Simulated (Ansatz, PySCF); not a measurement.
Si(H)2(OH)(NMe2) (C₂H₉NOSi), SMILES CN(C)[SiH2]O. Atoms are numbered in the order given.

```xyz
14

Si     0.7292    -0.7271     0.3197
O      2.0215     0.2845     0.6268
N     -0.6365     0.1610    -0.2647
C     -1.1768     1.2579     0.5120
C     -1.4689    -0.2474    -1.3733
H      0.5303    -1.3769     1.6471
H      0.9985    -1.7497    -0.7370
H      2.2862     0.8423    -0.1153
H     -2.1444     1.0022     0.9915
H     -1.3507     2.1498    -0.1217
H     -0.4703     1.5522     1.3043
H     -1.6385     0.5913    -2.0777
H     -2.4677    -0.6021    -1.0444
H     -0.9924    -1.0657    -1.9343
```

Geometry: r2SCAN-D4/def2-SVP. One conformer was computed; it need not be the lowest.

Two levels are set side by side: PBE-D3(BJ)/def2-SVP (Ansatz, a quantum-chemistry and plane-wave program) and r2SCAN-D4/def2-SVP (Ansatz). Each level has its own optimised geometry; the coordinates shown are those of the second. Frequencies come from the Hessian of PySCF at each geometry. Differences are taken from unrounded values.

| quantity | r2SCAN-D4 | PBE-D3(BJ) | PBE-D3(BJ) minus r2SCAN-D4 |
|---|---|---|---|
| mean bond length (Å) | 1.299 | 1.307 | 0.008 |
| bond Si1–O2 (Å) | 1.670 | 1.689 | 0.019 |
| bond Si1–N3 (Å) | 1.731 | 1.741 | 0.011 |
| bond N3–C4 (Å) | 1.449 | 1.450 | 0.002 |
| bond N3–C5 (Å) | 1.445 | 1.449 | 0.004 |
| bond Si1–H6 (Å) | 1.491 | 1.496 | 0.005 |
| bond Si1–H7 (Å) | 1.495 | 1.506 | 0.011 |
| bond O2–H8 (Å) | 0.965 | 0.973 | 0.008 |
| bond C4–H9 (Å) | 1.110 | 1.116 | 0.006 |
| bond C4–H10 (Å) | 1.108 | 1.117 | 0.010 |
| bond C4–H11 (Å) | 1.102 | 1.109 | 0.007 |
| bond C5–H12 (Å) | 1.108 | 1.118 | 0.010 |
| bond C5–H13 (Å) | 1.110 | 1.116 | 0.006 |
| bond C5–H14 (Å) | 1.101 | 1.109 | 0.008 |
| highest harmonic wavenumber (cm⁻¹) | 3866 | 3756 | -110 |
| mean harmonic wavenumber (cm⁻¹) | 1383 | 1347 | -36 |
| zero-point energy (kcal/mol) | 71.18 | 69.34 | -1.83 |
